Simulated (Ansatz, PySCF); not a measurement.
Reaction (SMILES): F[Si](Cl)Cl -> Cl[Si]Cl + F atom (the F-Si bond at the site shown breaks; other sites are not compared here)
Geometries: B3LYP-D3(BJ)/def2-TZVP minima from Ansatz (an electronic-structure program). Unstable Hartree-Fock reference: Cl[Si]Cl.

Quantity: bond dissociation energy (electronic energy difference), in eV. Cores are frozen in the correlated levels unless marked. UHF or UKS for open shells. No spin-orbit coupling. Non-relativistic. CBS(X,Y): correlation extrapolated as X^-3; Hartree-Fock from the larger set. The bracket is a focal-point correction in the basis named.

RI-MP2/CBS(cc-pV(T+d)Z,cc-pV(Q+d)Z)+[CCSD(T)-MP2]/cc-pV(T+d)Z (Ansatz) gives 4.79 eV.

Another calculation gave 4.95 eV. Which level was it?
(A) SVWN5/def2-TZVPD (Ansatz)
(B) B2GP-PLYP/def2-TZVPD (Ansatz)
(C) r2SCANh/def2-TZVPD (Ansatz)
(D) HF/def2-TZVPD (PySCF)

C, r2SCANh/def2-TZVPD (Ansatz). The others give 5.62 (SVWN5), 4.76 (B2GP-PLYP), 3.85 (HF) eV.
